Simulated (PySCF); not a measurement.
Compound: cyclohexanone, C6H10O.
Z-matrix (Å and degrees, PBE0-D3(BJ)/def2-TZVP geometry), rows numbered from 1:
```
O 
C   1  1.2064
C   2  1.5097  1  122.51
C   3  1.5291  2  111.67  1   130.12
C   4  1.5212  3  111.53  2    52.24
C   5  1.5211  4  111.00  3   -56.55
C   2  1.5095  1  122.52  3   179.73
H   3  1.0979  2  107.21  1  -110.58
H   3  1.0907  2  108.65  1     5.68
H   4  1.0931  3  109.63  2   175.29
H   4  1.0959  3  109.02  2   -68.45
H   5  1.0935  4  110.08  3  -178.67
H   5  1.0971  4  109.47  3    64.42
H   6  1.0931  5  110.82  4   179.26
H   6  1.0960  5  109.19  4   -63.69
H   7  1.0906  2  108.70  1    -5.53
H   7  1.0980  2  107.23  1   110.83
```

All values: wB97X-D/pcSseg-2 (PySCF, non-relativistic), on one gas-phase PBE0-D3(BJ)/def2-TZVP geometry that isn't relaxed in the solvent. The solvent is an IEF-PCM continuum (cavity from Bondi-type radii × 1.2). Only the electrostatic response of the medium enters.

Gas phase at wB97X-D/pcSseg-2: HOMO -8.84 eV, LUMO 1.35 eV, dipole 3.43 D.

Problem. What does the continuum do to the energy, the frontier levels and the dipole at wB97X-D/pcSseg-2 in chloroform?

Solution. 
```tsv
solvent	ε	E(solvent) − E(gas) (kcal/mol)	polarisation term (kcal/mol)	distortion of the solute (kcal/mol)	HOMO (eV)	LUMO (eV)	dipole (D)
chloroform	4.711	-4.17	-4.84	0.67	-8.96	1.39	4.21
```

The polarisation term is half the interaction of the solute with the surface charges that it induces; the rest is the cost of distorting the solute's density. The sum is the electrostatic part of solvation alone.

Problem. Which radius a makes the point-dipole formula ΔE = −[(ε − 1)/(2ε + 1)]·μ²/a³ give the value in chloroform, with the gas-phase dipole?

Solution. μ = 1.348 au and |ΔE| = 0.00665 Eh give a = 2.43 Å; the farthest nucleus lies 2.70 Å from the centroid of the nuclei, so such a sphere wouldn't even hold the nuclei. The formula assumes a rigid point dipole at the centre of a sphere.

Hardware: Intel Xeon at 2.50 GHz, 2 threads, shared host with 64 logical CPUs at a one-minute load of 56. Cost: 3.3 min wall, 6.4 min CPU, 2.8 GiB resident at most. This is the whole shielding run at wB97X-D/pcSseg-2 in chloroform, SCF included.

The pairwise dispersion term of wB97X-D wasn't added to the energies; at a given geometry it leaves orbitals and properties as they are.
